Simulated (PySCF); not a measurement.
Ta(O)(F)3 cation (F3OTa), SMILES [Ta]([F])([F])(=[O])[F] (connectivity only; charge and spin as stated), charge +1, multiplicity 2.

Coordinates come from a B3LYP-D3(BJ)/def2-SVP optimisation. The multiplicity is an assumed one; other spin states were not compared. The isomer is the one that the SMILES or the coordinates give; other isomers of the formula were not compared. The def2 effective core potentials stand for the cores of Ta; spin–orbit coupling is left out.

Level of theory: PySCF with B3LYP-D3(BJ)/def2-SVP.

Frequencies are harmonic and unscaled.

A small imaginary wavenumber (i) marks a very flat motion, where grid noise or a shallow saddle decides the sign.

```csv
mode,ν (cm⁻¹),IR (km/mol),moving atoms (share of kinetic energy)
1,18i,22.1,F 92 %
2,153,14.5,"F 71 %, Ta 15 %, O 14 %"
3,174,12.7,"F 68 %, O 18 %, Ta 14 %"
4,185,5.6,"O 56 %, F 35 %, Ta 9 %"
5,194,2.1,"F 69 %, O 29 %"
6,732,47.1,"O 89 %, Ta 10 %"
7,769,131.3,"F 87 %, Ta 13 %"
8,778,19.0,F 96 %
9,785,117.5,"F 86 %, Ta 14 %"
```
